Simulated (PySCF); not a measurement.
Atom-mapped SMILES (the numbers label the heavy atoms): `[OH:1][B:2]([OH:3])[BH2-:4][n+:5]1[cH:6][cH:7][cH:8][cH:9][cH:10]1`. Each H is labelled by its parent atom.

- GIAO KT2/pcSseg-1 shieldings
- structure optimised with PBE0-D3(BJ)/def2-SVP
- program: PySCF 2.14
- non-relativistic, fast rotation and ring inversion assumed for equivalent nuclei, gas phase, single conformer

Chemical shifts δ = σref − σ; TMS for ¹³C, ¹H; ¹⁷O against H2O; ¹¹B against BF3·OEt2; NH3 for ¹⁵N, all at this level.

```tsv
atoms	nucleus	count	δ (ppm)
H(C6)/H(C10)	¹H	2	?
O1/O3	¹⁷O	2	137.5
H(O1)/H(O3)	¹H	2	?
C8	¹³C	1	?
C6/C10	¹³C	2	141.3
C7/C9	¹³C	2	119.6
B4	¹¹B	1	-18.1
B2	¹¹B	1	34.4
H(C7)/H(C9)	¹H	2	?
H(C8)	¹H	1	7.20
H(B4)	¹H	2	3.07
N5	¹⁵N	1	279.0
```

Problem. Estimate the values marked ?.

Solution. 
- C8: 127.7 ppm, aromatic CH; the aromatic region
- H(C6)/H(C10): 8.37 ppm, hydrogen on an aromatic CH next to a ring nitrogen; ring current plus the neighbouring ring nitrogen
- H(C7)/H(C9): 6.89 ppm, hydrogen on an aromatic CH; the ring current deshields protons in the ring plane
- H(O1)/H(O3): 3.42 ppm, hydrogen on an oxygen bonded to B; exchangeable; this is the value without hydrogen bonding to other molecules

OH/NH shifts are gas-phase values; hydrogen bonding in solution moves them, usually downfield. Hydrogens on boron are broadened and split by ¹¹B (spin 3/2, 80 %) and 10B (spin 3). Shifts are as computed. Against solution values, carbons near 30 ppm lie about +2 ppm off and those near 130 ppm about -5 ppm. Of 1309 compounds with measured shifts, 239 miss one by over three times the rms of a fit or turn the order of signals round; such compounds aren't used in these exercises. Experimental scales use liquid or dissolved standards, which lie at an offset from isolated NH3 (liquid NH3: subtract about 20 ppm) and H2O (liquid H2O: subtract about 36 ppm). Unscaled 15N shifts of sp2 nitrogen come out 20 to 40 ppm too high even then.
